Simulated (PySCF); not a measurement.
GaH2I, SMILES [GaH2][I]. Atoms are numbered in the order given.

```xyz
4

Ga     0.0000     0.0000     1.5324
H      0.0000    -1.4035     2.2114
H      0.0000     1.4035     2.2114
I      0.0000     0.0000    -0.9798
```
Charge 0, spin multiplicity 1.

The structure is a stationary point at B3LYP-D3(BJ)/def2-TZVP. The def2 effective core potentials stand for the cores of I; spin–orbit coupling is left out.

The numbers are results of TDDFT-ωB97X/def2-SVPD (PySCF), not measurements.

Vertical excitations. The molecule is in vacuum. State labels are in the subgroup C2v.

| state | symmetry | energy (eV) | λ (nm) | f | main pairs |
|---|---|---|---|---|---|
| S1 | A2 | 4.56 | 272 | 0.000 | HOMO→LUMO 96 % |
| S2 | A1 | 5.31 | 233 | 0.048 | HOMO−1→LUMO 93 % |
| S3 | B1 | 5.67 | 219 | 0.001 | HOMO−2→LUMO 98 % |
| S4 | B2 | 5.79 | 214 | 0.030 | HOMO→LUMO+1 91 % |
| S5 | B1 | 6.07 | 204 | 0.023 | HOMO−1→LUMO+1 90 % |
| S6 | A2 | 6.15 | 202 | 0.000 | HOMO−3→LUMO 96 % |
| S7 | B2 | 7.12 | 174 | 0.046 | HOMO→LUMO+2 73 % |
| S8 | B1 | 7.49 | 165 | 0.170 | HOMO−1→LUMO+2 72 %, HOMO−1→LUMO+3 12 % |
| S9 | A1 | 7.70 | 161 | 0.620 | HOMO−2→LUMO+1 73 %, HOMO→LUMO+8 14 % |
| S10 | B2 | 7.99 | 155 | 0.004 | HOMO→LUMO+3 65 %, HOMO−3→LUMO+1 14 % |
| T1 | A2 | 4.43 | 280 | 0 | HOMO→LUMO 93 % |
| T2 | A1 | 4.82 | 257 | 0 | HOMO−1→LUMO 96 % |
| T3 | B2 | 5.34 | 232 | 0 | HOMO→LUMO+1 89 % |
| T4 | B1 | 5.36 | 232 | 0 | HOMO−2→LUMO 90 % |
Triplets are in the Tamm–Dancoff approximation, which puts them higher than full response would, so one can lie above its singlet here.
